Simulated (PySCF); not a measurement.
pyrimidine-2-carbonitrile (C5H3N3), SMILES N#Cc1ncccn1.

The structure is a stationary point at B3LYP-D3(BJ)/def2-SVP.

Calculation: PBE/def2-TZVP in PySCF.

Gas-phase values at a fixed geometry.

- total energy: -356.26768 hartree
- point group: C2v
- highest occupied level: -6.59 eV
- lowest empty level: -3.25 eV
- orbital gap: 3.35 eV
- dipole moment: 6.17 D
- quadrupole, principal values (traceless, Buckingham form, about the centre of nuclear charge): -4.08, 1.94, 2.14 D·Å
